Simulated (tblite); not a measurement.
C4H4FNS.
Bonds: F1–C2, C2–C3, C3–C4 (aromatic), C4–C5 (aromatic), C5–S6 (aromatic), S6–N7 (aromatic), C3–N7 (aromatic). Hydrogens: H8, H9 on C2; H10 on C4; H11 on C5.

Computed with GFN2-xTB (tblite), gas phase: Langevin dynamics at 300 K from the optimised GFN2-xTB geometry, time step 0.5 fs, friction 0.01 fs⁻¹, 2000 steps.

Start geometry:
```
atom  x, y, z in Å
F1     -1.902   -1.414    0.132
C2     -1.709   -0.057    0.092
C3     -0.252    0.277    0.094
C4      0.789   -0.621   -0.236
C5      1.992    0.015   -0.146
S6      1.746    1.643    0.324
N7      0.128    1.492    0.406
H8     -2.191    0.308   -0.824
H9     -2.208    0.375    0.965
H10     0.639   -1.648   -0.508
H11     2.975   -0.369   -0.325
```

The statistics below take the 31 frames saved every 25 fs from 250 to 1000 fs; their kinetic temperature (all 3N coordinates) averages 271 K.

Task: Give the mean, spread and extremes of the bond lengths.

Result: 
```
  bond  start (Å)  mean (Å)  standard deviation (Å)  shortest (Å)  longest (Å)
 F1–C2      1.371     1.377                   0.024         1.319        1.432
 C2–C3      1.495     1.497                   0.024         1.458        1.562
 C3–C4      1.414     1.412                   0.019         1.375        1.464
 C4–C5      1.363     1.362                   0.019         1.310        1.390
 C5–S6      1.713     1.720                   0.034         1.645        1.800
 S6–N7      1.628     1.631                   0.027         1.580        1.683
 C3–N7      1.311     1.318                   0.021         1.276        1.357
 C2–H8      1.097     1.100                   0.027         1.035        1.155
 C2–H9      1.094     1.094                   0.026         1.040        1.145
C4–H10      1.073     1.075                   0.026         1.027        1.119
C5–H11      1.070     1.074                   0.020         1.040        1.119
```

Task: Give the same statistics for bond angles, one of each kind among heavy atoms.

Result: 
```json
{"angle": "F1–C2–C3", "start (°)": "111.0", "mean (°)": "110.6", "standard deviation (°)": "3.4", "smallest (°)": "99.6", "largest (°)": "117.2"}
{"angle": "C2–C3–C4", "start (°)": "125.1", "mean (°)": "125.0", "standard deviation (°)": "4.1", "smallest (°)": "116.9", "largest (°)": "132.2"}
{"angle": "C2–C3–N7", "start (°)": "119.3", "mean (°)": "119.4", "standard deviation (°)": "3.7", "smallest (°)": "112.2", "largest (°)": "126.3"}
{"angle": "C4–C3–N7", "start (°)": "115.5", "mean (°)": "115.1", "standard deviation (°)": "1.9", "smallest (°)": "111.7", "largest (°)": "120.0"}
{"angle": "C3–C4–C5", "start (°)": "109.8", "mean (°)": "110.2", "standard deviation (°)": "1.7", "smallest (°)": "106.4", "largest (°)": "113.4"}
{"angle": "C4–C5–S6", "start (°)": "109.6", "mean (°)": "109.3", "standard deviation (°)": "1.9", "smallest (°)": "104.9", "largest (°)": "114.4"}
{"angle": "C5–S6–N7", "start (°)": "93.9", "mean (°)": "93.7", "standard deviation (°)": "1.3", "smallest (°)": "91.1", "largest (°)": "96.2"}
{"angle": "C3–N7–S6", "start (°)": "111.2", "mean (°)": "111.2", "standard deviation (°)": "1.7", "smallest (°)": "107.9", "largest (°)": "114.7"}
```

Task: How far does each atom move about its mean position (frames aligned on the start, all atoms weighted alike), and what rms force does it feel?

Result: 
```csv
atom,rms displacement (Å),rms force (eV/Å)
F1,0.34,0.75
C2,0.04,1.63
C3,0.11,1.66
C4,0.11,1.62
C5,0.06,1.47
S6,0.16,1.18
N7,0.17,1.31
H8,0.28,0.93
H9,0.29,0.94
H10,0.22,1.00
H11,0.14,0.79
```

The displacements run from 0.04 to 0.34 Å, the largest at F1.

Task: How widely does the potential energy scatter, against a harmonic estimate?

Result: Mean 0.28 eV above the start, standard deviation 0.072 eV, range 0.16 to 0.43 eV. For 27 classical harmonic modes at 300 K the canonical values are 27kT/2 = 0.35 eV and kT·√(27/2) = 0.095 eV.

The run is classical and short, so these are rough statistics of one trajectory.

What follows is the cost of the whole dynamics run. Time: 9.3 s; peak memory 0.19 GiB. Hardware: an Intel Xeon Platinum 8375C at 2.90 GHz with one thread, shared host.
